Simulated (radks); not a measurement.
Values are calculated unless marked as measured or tabulated.
Initial-state core-level shifts of the tungsten ion W2+ when its valence configuration changes from [Xe] 4f14 5d4. Level of theory: Dirac Kohn-Sham, PBE, spin-unpolarised, spherical densities, point nucleus; open shells fill j = l - 1/2 first (a radial shooting solver on a logarithmic mesh with Libxc functionals). Shifts are changes of the shell-averaged eigenvalues in eV (positive: less bound).

\begin{tabular}{lrrrr}
valence & 3s & 3d & 4s & 5s \\ \hline
4f13.5 5d4 6s0.5 & -7.458 & -7.388 & -6.968 & -3.722 \\
4f11.5 5d6 6s0.5 & -33.325 & -32.910 & -30.143 & -12.610 \\
4f12 5d4 6s2 & -31.921 & -31.626 & -29.475 & -15.407 \\
4f12.5 5d5 6s0.5 & -20.016 & -19.781 & -18.334 & -8.214 \\
4f13 5d4.5 6s0.5 & -13.641 & -13.489 & -12.592 & -5.981 \\
4f12 5d4 6s1 6p1 & -33.055 & -32.759 & -30.611 & -16.523 \\
4f13 5d4 6p1 & -16.425 & -16.281 & -15.369 & -8.678 \\
4f13 5d4 6s1 & -15.277 & -15.134 & -14.218 & -7.540 \\
4f12 5d6 & -24.907 & -24.576 & -22.527 & -8.838 \\
\end{tabular}
